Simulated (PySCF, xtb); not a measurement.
HfF3Cl, SMILES [F][Hf]([F])([Cl])[F], multiplicity 1.

xtb with GFN2-xTB at its own geometry gives an orbital gap of 4.31 eV and a dipole moment of 0.17 D.

Coordinates come from a B3LYP-D3(BJ)/def2-SVP optimisation. The spin state was assumed, not searched. The structure was generated by enumeration; whether it is a known compound was not checked. The def2 effective core potentials stand for the cores of Hf; spin–orbit coupling is left out.

### Question
What does PBE/def2-TZVP in PySCF give? (Estimate from the structure and the level; the computed values follow.)

### Answer
gap 6.40 eV (levels -8.55 and -2.15 eV), dipole 0.05 D.
